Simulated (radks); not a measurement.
Numerical settings for the arsenic ion As2+, [Ar] 3d10 4s2 4p1. All-electron calculation, non-relativistic Kohn-Sham, PBE, spin-polarised, spherical densities, point nucleus; open shells are filled with parallel spins first. Program: a radial shooting solver on a logarithmic mesh with Libxc functionals. The defaults (mesh step 0.008 in ln r, mesh end at 40 bohr or more with all orbitals vanishing there, Anderson mixing 0.5 over 9 steps, residual threshold near 1e-9 with the energy settled to 1e-9 hartree or 1e-11 of itself, here a cap of 57 iterations) give E = -2234.4842 hartree and 4p at -23.180 eV in 16 iterations. Run on one thread of a shared host, so times are rough (Arm Neoverse V2): 0.15 s of CPU time, 0.15 s wall, 16 iterations on 2486 mesh points. Changes against that run (0 stands for a change within the tolerance of the run):

\begin{tabular}{lrrrrr}
setting & iterations & converged & E (mhartree) & e(4p) (meV) & CPU (s) \\ \hline
mesh step in ln r 0.12 & 2 & no & diverged & - & 0.01 \\
mesh step in ln r 0.08 & 4 & no & diverged & - & 0.02 \\
mesh step in ln r 0.003 & 16 & yes & 0 & 0 & 0.38 \\
mesh end (bohr) 20 & 16 & yes & 0 & 0 & 0.15 \\
mesh end (bohr) 400 & 16 & yes & 0 & 0 & 0.15 \\
residual threshold 1e-05 & 11 & yes & 0 & +0.0227 & 0.12 \\
residual threshold 0.001 & 10 & yes & 0 & -0.143 & 0.11 \\
mixing 0.2 & 18 & yes & 0 & 0 & 0.17 \\
linear mixing, mixing 0.2 & 57 & no & 0 & 0 & 0.41 \\
linear mixing, mixing 0.8 & 57 & no & 0 & -0.303 & 0.5 \\
mixing history 2 & 19 & yes & 0 & 0 & 0.16 \\
iteration cap 3 & 3 & no & +43.6 & -1.79e+03 & 0.04 \\
\end{tabular}

No run marked as converged misses the energy by more than 1 mhartree. A mesh that ends early acts as a hard wall.
